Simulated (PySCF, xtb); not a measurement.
C2H6ClGe, SMILES [CH3][Ge]([CH3])[Cl] (connectivity only; charge and spin as stated), charge +1, multiplicity 1.

Harmonic wavenumbers (cm⁻¹) from GFN2-xTB in xtb at its own minimum, in rising order: 34, 57, 130, 133, 144, 397, 502, 564, 697, 746, 748, 801, 1237, 1253, 1348, 1354, 1359, 1364, 2956, 2961, 2965, 2968, 2976, 2982.

Task: What does B3LYP-D3(BJ)/def2-SVP run with PySCF give at its own minimum? (Estimate from the structure and the level; the computed values follow.)

Result: 23, 43, 152, 164, 169, 460, 578, 643, 708, 796, 814, 868, 1249, 1258, 1395, 1395, 1400, 1405, 3026, 3029, 3130, 3131, 3174, 3175. Paired by order, the mean absolute difference is 65 cm⁻¹ and the zero-point energies are 43.9 and 46.0 kcal/mol.
